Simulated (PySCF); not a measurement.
Vertical excitations of a molecule CH₈FNSi₂ from TDA-ωB97X/def2-SVPD in PySCF 2.14.0, as energy in eV (oscillator strength): 6.05 (0.013), 6.25 (0.052), 6.83 (0.111), 7.12 (0.027), 7.32 (0.017), 7.79 (0.030), 7.82 (0.023), 7.88 (0.031), 8.00 (0.033), 8.24 (0.026). Lowest triplet (TDA): 5.50 eV. Coordinates come from a PBE0-D3(BJ)/def2-SVP optimisation. The values are those of a single conformer.

Question: Which structure fits?
A. C[SiH2]N[SiH2]F
B. NC[SiH2][SiH2]F
C. C[Si@H](N)[SiH2]F
D. N[SiH2]C[SiH2]F

Answer: B, NC[SiH2][SiH2]F
